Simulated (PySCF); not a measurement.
AlF₃ + H₂O → AlOF + 2 HF

Level: PBE0 in the def2-TZVP basis family, all electrons, no relativity, computed in PySCF with density fitting; open shells unrestricted.

```tsv
species	state and structure	E (Eh)	ZPE (kJ/mol)	H(298 K) − H(0) (kJ/mol)	S° (J/(mol K))
AlF₃	singlet, D3h, Al–F 1.629 Å (×3)	-541.93207	20.3	14.2	277.8
H₂O	singlet, C2v, O–H 0.960 Å (×2); H–O–H 105.1°	-76.37736	56.5	9.9	188.7
AlOF	singlet, C∞v, Al–F 1.631 Å, Al–O 1.593 Å; F–Al–O 180.0°	-417.34095	14.1	11.8	245.5
HF	singlet, C∞v, H–F 0.920 Å	-100.39188	24.9	8.7	173.6
```

What is the electronic reaction energy?

At PBE0/def2-TZVP, ΔE = 485.0 kJ/mol from the differences of the total energies times 2625.5, uphill. 

Add zero-point, thermal and entropy terms for 298.15 K and 1 bar.

ΔZPE = -12.9 and Δ[H(298) − H(0)] = 5.1 kJ/mol give ΔH° = 477.2 kJ/mol. ΔS° = 126.2 J/(mol K), so ΔG° = 477.2 − 298.15 × (0.1262) = 440 kJ/mol.

Only the bonding shown was studied: isomers, or loss of a ligand pair, can lie lower.
